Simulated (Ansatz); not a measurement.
Two isomers of C2H8BClSi: A = `CBC([SiH3])Cl`, B = `BC[SiH](C)Cl`.

Gas-phase electronic energies from Ansatz, PBE0-D4/def2-TZVP geometries. CCSD(T)/CBS is the MP2 limit (def2-TZVPP, def2-QZVPP) plus CCSD(T) − MP2 in def2-TZVPP, frozen cores. Functionals use def2-TZVPP. B3LYP here is the variant with VWN-RPA as its local correlation; programs differ in this. Each species was taken in one conformer, which may not be the lowest.

A:

Z-matrix (Å, degrees):
```
C
B 1 1.558
H 1 1.092 2 115.8
H 1 1.098 2 107.8 3 -121.2
H 1 1.096 2 110.9 3 124.7
C 2 1.545 1 120.9 3 1.5
H 2 1.198 1 119.9 3 -175.7
Cl 6 1.794 2 116.1 1 163.5
Si 6 1.904 2 107.9 1 -78.0
H 6 1.094 2 113.0 1 38.4
H 9 1.487 6 109.5 2 61.2
H 9 1.483 6 109.4 2 -58.7
H 9 1.482 6 108.4 2 -178.9
```

B:

```xyz
13

B    -0.858   -1.958    0.854
C     0.219   -1.145    0.119
Si   -0.257    0.672    0.147
C     0.924    1.698   -0.855
Cl   -2.153    0.902   -0.645
H    -0.860   -2.013    2.051
H    -1.735   -2.505    0.253
H     0.359   -1.405   -0.934
H     1.186   -1.133    0.639
H    -0.325    1.155    1.548
H     0.626    2.749   -0.835
H     0.940    1.365   -1.894
H     1.935    1.619   -0.448
```

Which is lower in electronic energy at CCSD(T)/CBS, and by how much? (An estimate is asked.)

The calculation gave: B, by 175.2 kJ/mol.

Give E(B) − E(A) in kJ/mol with MP2/def2-TZVPP, B3LYP-D4, PBE-D4, ωB97M-V, B2PLYP, CCSD(T)/def2-TZVPP, r2SCAN-D4. (An estimate is asked.)

Computed: MP2/def2-TZVPP -180.8, B3LYP-D4 -169.4, PBE-D4 -163.3, ωB97M-V -175.4, B2PLYP -173.9, CCSD(T)/def2-TZVPP -172.6, r2SCAN-D4 -175.4. None reverses the order clearly.

Largest T1 diagnostic: 0.011.

From PBE to PBE0 (25 % exact exchange), in def2-TZVPP and without D4, E(B) − E(A) moves by −8.0 kJ/mol.
